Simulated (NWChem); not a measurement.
System meant: MnHOBr, sextet; SMILES [OH][Mn][Br]

NWChem input:

```
start job
memory heap 200 mb stack 900 mb global 1100 mb
geometry units angstroms noautoz
  Mn    -0.029627     0.919423     0.020655
  Br     0.055242    -1.422158    -0.029678
  O     -0.191207     2.699562     0.095312
  H      0.334392     3.477008    -0.094441
end
basis spherical
  Mn library def2-svp
  Br library def2-svp
  O library def2-svp
  H library def2-svp
end
dft
  odft
  mult 6
  xc xpbe96 cpbe96
  iterations 4
  mulliken
end
task dft energy
```

End of the output:

```
     --------------------------
     Expectation value of S2:
     --------------------------
      <S2> =      8.7616 (Exact =     8.7500)

 center of mass
 --------------
 x =  -0.00652025 y =  -0.15768492 z =   0.00000000

 moments of inertia (a.u.)
 ------------------
        1199.525930411839           0.000000000000           0.000000000000
           0.000000000000           1.343863477956           0.000000000000
           0.000000000000           0.000000000000        1200.869793889795

     Multipole analysis of the density
     ---------------------------------

     L   x y z        total         alpha         beta         nuclear
     -   - - -        -----         -----         ----         -------
     0   0 0 0     -0.000000    -37.000000    -32.000000     69.000000

     1   1 0 0      0.432239      0.112999      0.319240      0.000000
     1   0 1 0      1.206935     -3.992980      5.199916     -0.000000
     1   0 0 1     -0.000000     -0.000000      0.000000      0.000000

     2   2 0 0    -27.563233    -16.553893    -12.165028      1.155688
     2   1 1 0      3.003376     -0.171909      0.167629      3.007656
     2   1 0 1     -0.000000      0.000000     -0.000000      0.000000
     2   0 2 0    -29.032155   -316.458293   -293.237153    580.663291
     2   0 1 1     -0.000000      0.000000     -0.000000      0.000000
     2   0 0 2    -28.106934    -16.246484    -11.860449      0.000000

 ------------------------------------------------------------------------
 dft energy failed                                                                                  0
 ------------------------------------------------------------------------
 ------------------------------------------------------------------------
  current input line :
    22: task dft energy
 ------------------------------------------------------------------------
 ------------------------------------------------------------------------
 This type of error is most commonly associated with calculations not reaching convergence criteria
 ------------------------------------------------------------------------
 For more information see the NWChem manual at https://nwchemgit.github.io

0:dft energy failed:Received an Error in Communication
```

Problem. What is wrong, and how is it mended?

Solution. The run did not converge; its last values are not results. Cause: the SCF was allowed too few iterations. This input runs:
```
start job
memory heap 200 mb stack 900 mb global 1100 mb
geometry units angstroms noautoz
  Mn    -0.029627     0.919423     0.020655
  Br     0.055242    -1.422158    -0.029678
  O     -0.191207     2.699562     0.095312
  H      0.334392     3.477008    -0.094441
end
basis spherical
  * library def2-svp
end
dft
  odft
  mult 6
  xc xpbe96 cpbe96
  iterations 150
  mulliken
end
task dft energy
```
It converges to -3799.85022 Ha (PBE/def2-SVP, spin-unrestricted).
